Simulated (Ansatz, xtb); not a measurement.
Two isomers of C4H2ClFN2

Structure X: `Fc1cnc(Cl)cn1`, a singlet. Structure Y: `Fc1cncc(Cl)n1`, a singlet. Both are isolated molecules in the gas phase, relaxed with PBE-D3(BJ)/def2-SVP.

X (Å):

```yaml
atoms:
  - { symbol: C, position_ang: [0.0562, -0.5478, -0.3010] }
  - { symbol: C, position_ang: [-0.9171, 0.1066, 0.4783] }
  - { symbol: C, position_ang: [-0.0617, 2.0987, -0.2184] }
  - { symbol: C, position_ang: [0.9109, 1.4336, -0.9967] }
  - { symbol: Cl, position_ang: [-0.0938, 3.8409, -0.2005] }
  - { symbol: F, position_ang: [0.0927, -1.8822, -0.3239] }
  - { symbol: N, position_ang: [-0.9615, 1.4431, 0.5078] }
  - { symbol: N, position_ang: [0.9549, 0.0969, -1.0260] }
  - { symbol: H, position_ang: [-1.6523, -0.4626, 1.0718] }
  - { symbol: H, position_ang: [1.6483, 1.9972, -1.5922] }
```

Y (Å):

```xyz
10

C    -1.2349    0.6260    0.2354
C    -0.1839   -0.1527    0.7576
C     1.2515    0.8850   -0.7029
C     0.1703    1.6461   -1.1988
Cl    0.4454    2.8036   -2.4705
F    -2.4697    0.4813    0.7179
N     1.0557   -0.0082    0.2739
N    -1.0660    1.5142   -0.7290
H    -0.3634   -0.8842    1.5628
H     2.2679    1.0124   -1.1088
```

Quicker runs give these differences E(Y) − E(X): GFN2-xTB −0.43 kcal/mol; HF/STO-3G +0.05 kcal/mol (at GFN2-xTB geometries); r2SCAN-D4/def2-SVP −0.82 kcal/mol (at GFN2-xTB geometries).

**Question.** Estimate which is lower in electronic energy at CCSD(T)/def2-SVP + ΔMP2/def2-TZVPP, and by roughly how much.

**Answer.** CCSD(T)/def2-SVP + ΔMP2/def2-TZVPP gives E(Y) − E(X) = −0.41 kcal/mol, slightly favouring structure Y, which is too small a margin to settle the true order.

The same difference at several levels:

```tsv
level	geometry	E(Y) − E(X) (kcal/mol)	departure from the last row (kcal/mol)	job, with rough time for the two
GFN2-xTB	GFN2-xTB	−0.43	−0.03	optimisation, 0.46 s
HF/STO-3G	GFN2-xTB	+0.05	+0.46	single point, 2.7 s
r2SCAN-D4/def2-SVP	GFN2-xTB	−0.82	−0.42	single point, 11 s
PBE-D3(BJ)/def2-SVP	PBE-D3(BJ)/def2-SVP	−0.76	−0.36	optimisation, 67 s
HF/def2-SVP	PBE-D3(BJ)/def2-SVP	−0.32	+0.09	part of the CCSD(T) run
MP2/def2-SVP	PBE-D3(BJ)/def2-SVP	−0.51	−0.10	part of the CCSD(T) run
CCSD(T)/def2-SVP	PBE-D3(BJ)/def2-SVP	−0.45	−0.04	single point
CCSD(T)/def2-SVP + ΔMP2/def2-TZVPP	PBE-D3(BJ)/def2-SVP	−0.41		single point, 3.1 min
```

As drawn, both hold the same kinds of bond in the same numbers.

The largest departure from CCSD(T)/def2-SVP + ΔMP2/def2-TZVPP is that of HF/STO-3G, 0.46 kcal/mol. The last row adds to CCSD(T) the change of the MP2 difference between the two basis sets, here +0.04 kcal/mol.

With thermal terms from frequencies at re-optimised GFN2-xTB minima (ideal gas, soft modes damped towards free rotors, one conformer each, 298.15 K, 1 atm): the zero-point term adds +0.04 kcal/mol; ΔH is −0.36 and ΔG −0.39 kcal/mol.

The correlated steps freeze 12 core orbitals. Codes used: Ansatz 0.2.0, xtb 6.7.1; the last row on 2 threads of Intel(R) Xeon(R) Processor @ 2.50GHz (Skylake/Cascade Lake) on a shared host.
